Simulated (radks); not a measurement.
Results of a calculation; reference values are marked as such.
The promethium ion Pm2+, configuration [Xe] 4f5.

Level of theory: scalar-relativistic Kohn-Sham, PBE, spin-unpolarised, spherical densities, point nucleus (a radial shooting solver on a logarithmic mesh with Libxc functionals).

Energy parts (eV):
total: -272656.68
kinetic: 290836.15
electron-nucleus: -662218.47
Hartree: 104939.36
exchange-correlation: -6213.72

Orbitals (lengths in bohr, moments of r in powers of bohr; <r^-3> diverges for s and p1/2; r(max) is where P^2 peaks):
orbital  occ.  eigenvalue (eV)   r(max)   <1/r>  <r^-3>      <r>
1s          2        -45037.66  0.01479   67.43       -  0.02318
2s          2        -7333.448  0.08379   15.59       -  0.09895
2p          6        -6550.007  0.06762   14.67    9578  0.08711
3s          2        -1609.308   0.2386   5.696       -   0.2605
3p          6        -1363.348   0.2338   5.375    1966   0.2588
3d         10        -1026.403   0.1918   5.101   267.6   0.2362
4s          2        -330.4026   0.5520   2.386       -   0.5929
4p          6        -249.7172   0.5761   2.197   429.9   0.6279
4d         10        -135.7959   0.6025   1.924   48.36   0.6885
5s          2         -55.0492    1.290  0.9185       -    1.438
5p          6         -35.7737    1.464  0.7754   57.54    1.679
4f          5         -15.1907   0.6369   1.312   5.544    1.035

The highest occupied level is 4f at -15.191 eV. Summed over all electrons, <r^2> = 41.44 bohr^2, which gives a Langevin (diamagnetic) susceptibility term of -32.8 x 10^-6 cm^3/mol. For comparison, the ionisation energy in NIST's Atomic Spectra Database is 22.4 eV (semi-empirical). In exact Kohn-Sham theory the highest level is minus the ionisation energy, but local and semilocal functionals leave it too shallow, through self-interaction and a potential that decays too fast; potentials with the right tail come closer. The density falls to 0.001 e/bohr^3 at r = 3.56 bohr.

Beside tabulated values, note that spin-unpolarised runs miss the spin-polarisation part of the exchange energy of open shells.
